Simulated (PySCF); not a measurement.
How methods differ on the excitation energy of Cu⁺

Cu⁺ [Ar] 3d10 (1S) → Cu⁺ [Ar] 3d9 4p1 (high-spin determinant), as a difference of total energies. Computed with PySCF 2.14 in x2c-TZVPPall (6s5p4d2f1g, 64 functions), with scalar relativity by spin-free X2C-1e. Correlated levels: valence and next inner shell: [Ne] frozen. The calculations carry no spin-orbit coupling.

| method | excitation energy (cm⁻¹) |
| --- | --- |
| UHF | 48365 |
| MP2 (valence and next inner shell) | 77791 |
| SCS-MP2 (valence and next inner shell) | 74149 |
| CCSD (valence and next inner shell) | 66172 |
| CCSD(T) (valence and next inner shell) | 67105 |

A first-order spin-orbit estimate (lowest level to lowest level, LS coupling) adds -0.074 eV.

The basis was made for the ground configuration and has no added diffuse functions, so the excitation energy can come out too high.

The determinant of the upper state mixes LS terms, which raises its energy above the lowest term, most at the Hartree-Fock and MP2 levels.
